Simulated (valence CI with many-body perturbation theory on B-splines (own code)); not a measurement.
## E1 line list for Ni14+

Computed by relativistic CI+MBPT: four valence electrons over a frozen Dirac-Fock core [Ne], a basis of 11 s, 11 p, 9 d, 7 f, 5 g, 2 h, 1 i functions for each j, with the one-electron correlation potential Σ1 (screened to all orders), the two-electron term Σ2, the three-electron term Σ3, Breit, model QED; selected single and double excitations, second order for the rest (own B-spline code, finite nucleus).

No measured levels were compared; by estimate levels of excited configurations hold to 0.05 to 0.15 % of their energy, terms of the ground configuration to about 0.5 %.

Lines 101 to 150 of 218 in falling wavelength, among levels below 116.82 eV, chosen from the strongest by gf and those to the six lowest levels. Wavelengths and rates use the calculated energies, so an error of 200 cm⁻¹ moves a line at 217.3 Å by 0.043 % and its rate by three times that or more. Electric multipoles are in the length gauge, E1 and E2 with the static RPA response of the core. Weak lines are less certain than strong ones. Lines between different terms over intervals too small for the method are left out, as are lines whose strength nearly cancels. The highest levels of a list are the least certain.

Names give the largest LS component (configuration and term), which can be under half, so a name can repeat, a term be missing and a line seem to break the LS rules; names also repeat where a configuration has a term twice. Letters in brackets count levels of one name in rising energy.

| λ vac (Å) | Upper | Lower | A (s⁻¹) | log gf | Branch % |
| --- | --- | --- | --- | --- | --- |
| 217.3 | 3p⁴ ³P_1 | 3s3p³ ⁵S°_2 | 2.38e+06 | -4.30 | 0.0 |
| 215.7 | 3s3p³ ³S°_1 | 3s²3p² ³P_1 | 1.86e+10 | -0.41 | 27.7 |
| 215.0 | 3s3p²3d ¹F_3 | 3s3p³ ¹D°_2 | 1.07e+10 | -0.28 | 35.4 |
| 214.7 | 3s²3p3d ³F°_2 | 3s²3p² ³P_2 | 3.62e+08 | -1.90 | 30.8 |
| 214.4 | 3s3p²3d ³P_0 [a] | 3s3p³ ³P°_1 | 1.76e+10 | -0.92 | 35.9 |
| 212.4 | 3s²3p3d ³P°_1 [b] | 3s²3p² ¹S_0 | 1.21e+07 | -3.61 | 0.0 |
| 211.3 | 3p⁴ ¹D_2 | 3s3p³ ⁵S°_2 | 3.59e+05 | -4.92 | 0.0 |
| 210.6 | 3s3p²3d ⁵F_1 | 3s3p³ ⁵S°_2 | 5.36e+06 | -3.97 | 2.7 |
| 210.2 | 3s²3p3d ³F°_3 | 3s²3p² ³P_2 | 6.73e+08 | -1.51 | 97.2 |
| 209.2 | 3s3p²3d ⁵F_2 | 3s3p³ ⁵S°_2 | 3.80e+07 | -2.90 | 19.5 |
| 209.1 | 3s²3p3d ³F°_2 | 3s²3p² ³P_1 | 2.18e+08 | -2.15 | 18.5 |
| 209.0 | 3s3p³ ³S°_1 | 3s²3p² ³P_0 | 8.10e+09 | -0.80 | 12.0 |
| 207.4 | 3s3p³ ¹P°_1 | 3s²3p² ³P_2 | 9.35e+08 | -1.74 | 1.8 |
| 206.8 | 3s3p²3d ⁵F_3 | 3s3p³ ⁵S°_2 | 7.27e+07 | -2.49 | 60.1 |
| 205.4 | 3s3p²3d ³D_1 [b] | 3s3p³ ¹D°_2 | 1.97e+09 | -1.43 | 4.6 |
| 204.9 | 3s3p²3d ³P_2 [a] | 3s3p³ ³D°_3 | 2.36e+10 | -0.13 | 48.6 |
| 203.4 | 3s3p²3d ¹P_1 | 3s3p³ ¹D°_2 | 3.25e+10 | -0.22 | 60.5 |
| 202.9 | 3s²3p3d ³P°_2 | 3s²3p² ¹D_2 | 1.31e+10 | -0.40 | 22.2 |
| 202.8 | 3s3p²3d ³P_2 [a] | 3s3p³ ³D°_2 | 1.43e+10 | -0.36 | 29.4 |
| 202.7 | 3s3p²3d ³P_2 [a] | 3s3p³ ³D°_1 | 2.00e+09 | -1.21 | 4.1 |
| 202.1 | 3s3p³ ¹P°_1 | 3s²3p² ³P_1 | 8.07e+09 | -0.83 | 15.9 |
| 200.6 | 3s3p²3d ³P_1 [b] | 3s3p³ ¹D°_2 | 1.83e+09 | -1.48 | 3.5 |
| 199.8 | 3s3p²3d ³D_3 [b] | 3s3p³ ¹D°_2 | 5.00e+09 | -0.68 | 15.8 |
| 199.4 | 3s3p²3d ¹F_3 | 3s3p³ ³P°_2 | 7.47e+09 | -0.51 | 24.7 |
| 198.8 | 3s²3p3d ³P°_1 [a] | 3s²3p² ¹D_2 | 9.97e+08 | -1.75 | 1.5 |
| 198.3 | 3s3p²3d ⁵D_1 | 3s3p³ ⁵S°_2 | 3.23e+08 | -2.24 | 36.1 |
| 197.7 | 3s3p²3d ⁵D_2 | 3s3p³ ⁵S°_2 | 9.18e+08 | -1.57 | 73.4 |
| 197.4 | 3s3p²3d ³P_1 [a] | 3s3p³ ³D°_2 | 1.47e+10 | -0.59 | 29.6 |
| 197.3 | 3s3p²3d ³P_1 [a] | 3s3p³ ³D°_1 | 1.85e+10 | -0.49 | 37.1 |
| 196.9 | 3s3p²3d ⁵D_3 | 3s3p³ ⁵S°_2 | 1.34e+09 | -1.26 | 93.7 |
| 196.2 | 3s3p³ ¹P°_1 | 3s²3p² ³P_0 | 1.46e+09 | -1.60 | 2.9 |
| 195.5 | 3s²3p3d ¹D°_2 | 3s²3p² ¹D_2 | 3.85e+10 | 0.04 | 56.3 |
| 193.5 | 3s3p²3d ³P_0 [a] | 3s3p³ ³D°_1 | 2.82e+10 | -0.80 | 57.4 |
| 192.5 | 3s3p²3d ³F_3 [b] | 3s3p³ ³P°_2 | 1.13e+09 | -1.36 | 2.0 |
| 192.4 | 3s²3p3d ³P°_1 [b] | 3s²3p² ¹D_2 | 3.31e+09 | -1.26 | 4.9 |
| 191.5 | 3s²3p3d ³D°_3 | 3s²3p² ¹D_2 | 4.61e+09 | -0.75 | 6.1 |
| 191.0 | 3s²3p3d ³D°_2 | 3s²3p² ¹D_2 | 1.50e+10 | -0.39 | 21.4 |
| 190.8 | 3s3p²3d ³D_1 [b] | 3s3p³ ³P°_1 | 5.07e+09 | -1.08 | 11.9 |
| 190.3 | 3s3p²3d ³D_1 [b] | 3s3p³ ³P°_0 | 1.61e+10 | -0.58 | 37.8 |
| 189.8 | 3s3p²3d ³D_2 [b] | 3s3p³ ³P°_2 | 1.53e+09 | -1.38 | 3.8 |
| 189.4 | 3s3p²3d ¹P_1 | 3s3p³ ³P°_2 | 7.83e+09 | -0.90 | 14.6 |
| 189.4 | 3s3p²3d ³D_2 [b] | 3s3p³ ³P°_1 | 2.49e+10 | -0.17 | 62.5 |
| 189.2 | 3s3p²3d ³F_2 [a] | 3s3p³ ⁵S°_2 | 3.68e+07 | -3.01 | 3.4 |
| 189.2 | 3s²3p3d ³P°_2 | 3s²3p² ³P_2 | 2.10e+10 | -0.25 | 35.7 |
| 187.9 | 3s3p²3d ³P_0 [b] | 3s3p³ ³P°_1 | 4.31e+10 | -0.64 | 81.0 |
| 187.3 | 3s3p²3d ³D_2 [a] | 3s3p³ ³D°_3 | 1.05e+10 | -0.56 | 24.2 |
| 187.1 | 3s3p²3d ³P_1 [b] | 3s3p³ ³P°_2 | 9.29e+09 | -0.83 | 17.8 |
| 186.8 | 3s3p²3d ³D_3 [a] | 3s3p³ ³D°_3 | 3.36e+10 | 0.09 | 75.9 |
| 186.8 | 3s3p²3d ³F_3 [a] | 3s3p³ ⁵S°_2 | 3.75e+08 | -1.86 | 29.4 |
| 186.7 | 3s3p²3d ³P_1 [b] | 3s3p³ ³P°_1 | 1.82e+10 | -0.55 | 34.7 |
